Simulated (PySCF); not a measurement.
Compound: CH4O3Si.
Bonds: O1–C2 (double), C2–Si3, Si3–O4, Si3–O5. Hydrogens: H6 on C2; H7 on Si3; H8 on O4; H9 on O5.

Method: PySCF 2.14.0, PBE0-D3(BJ)/def2-SVP geometry optimisation, gas phase; density fitting, grid level 1; the optimiser is geomeTRIC in internal coordinates, started from a GFN2-xTB structure with every atom displaced at random (about 0.01 Å).

Step 2: E = -15103.3068 eV
```
atom  x, y, z in Å  |  force x, y, z in eV/Å
O1      2.1929    0.6817   -0.0103    0.145   0.054  -0.044
C2      1.4232   -0.1568   -0.4193   -0.216  -0.077   0.058
Si3    -0.3290   -0.1924    0.3576   -0.073  -0.084  -0.155
O4     -1.2857   -1.0594   -0.6776    0.012   0.110   0.095
O5     -0.8918    1.3635    0.4494    0.039  -0.028   0.036
H6      1.7264   -0.8764   -1.2321    0.074   0.058   0.036
H7     -0.2613   -0.8130    1.7135    0.006   0.002   0.000
H8     -2.2397   -0.9848   -0.5772    0.012  -0.028  -0.001
H9     -0.2759    2.0211    0.7902    0.001  -0.007  -0.025
```

Step 3: E = -15103.3092 eV
```
atom  x, y, z in Å  |  force x, y, z in eV/Å
O1      2.1968    0.6873   -0.0150   -0.114  -0.042  -0.023
C2      1.4204   -0.1528   -0.4169    0.133   0.059   0.041
Si3    -0.3330   -0.1959    0.3517    0.000  -0.006   0.030
O4     -1.2957   -1.0522   -0.6771   -0.167   0.004  -0.023
O5     -0.8908    1.3589    0.4517    0.103   0.145   0.091
H6      1.7433   -0.8706   -1.2205   -0.020  -0.030  -0.010
H7     -0.2639   -0.8212    1.7070    0.012   0.000  -0.025
H8     -2.2515   -0.9879   -0.5680    0.135  -0.027  -0.010
H9     -0.2667    2.0182    0.7814   -0.082  -0.103  -0.072
```

Step 4: E = -15103.3114 eV
```
atom  x, y, z in Å  |  force x, y, z in eV/Å
O1      2.1806    0.6984   -0.0113   -0.065  -0.039  -0.024
C2      1.4184   -0.1535   -0.4153    0.080   0.080   0.021
Si3    -0.3360   -0.1978    0.3487    0.020   0.004   0.048
O4     -1.3032   -1.0491   -0.6787   -0.084  -0.011  -0.047
O5     -0.8837    1.3601    0.4552    0.026   0.061   0.051
H6      1.7530   -0.8699   -1.2149   -0.004  -0.034  -0.001
H7     -0.2618   -0.8261    1.7015   -0.003  -0.009  -0.012
H8     -2.2570   -0.9927   -0.5641    0.040  -0.018   0.002
H9     -0.2514    2.0145    0.7732   -0.009  -0.033  -0.038
```

Problem. Estimate the geometry and energy of step 5. (The exact step hangs on the optimiser's Hessian estimate; all steps are aligned on step 4, rigid shifts and turns removed.)

Solution. E = -15103.3161 eV, largest force 0.157 eV/Å
```
atom  x, y, z in Å  |  force x, y, z in eV/Å
O1      2.1334    0.7375   -0.0058    0.021  -0.005  -0.027
C2      1.4112   -0.1475   -0.4113   -0.005   0.067  -0.014
Si3    -0.3475   -0.2039    0.3398    0.063   0.040   0.086
O4     -1.3299   -1.0361   -0.6860    0.073  -0.037  -0.109
O5     -0.8611    1.3633    0.4725   -0.133  -0.084  -0.001
H6      1.7873   -0.8687   -1.1875    0.006  -0.032   0.015
H7     -0.2606   -0.8495    1.6822   -0.039  -0.029   0.007
H8     -2.2789   -1.0131   -0.5499   -0.121  -0.001   0.036
H9     -0.1950    2.0018    0.7402    0.135   0.080   0.006
```

The energy changes by -0.0047 eV. The first-order estimate −F·Δx gives -0.0057 eV and the mean of the old and new forces, exact on a quadratic surface, -0.0044 eV. The step makes an angle of 77° with the force vector and moves no atom by more than 0.067 Å.

What follows is the cost of the whole optimisation. The run took 76 s on Arm Neoverse V1, one thread, on a shared host, and the process peaked at 0.39 GiB of memory.
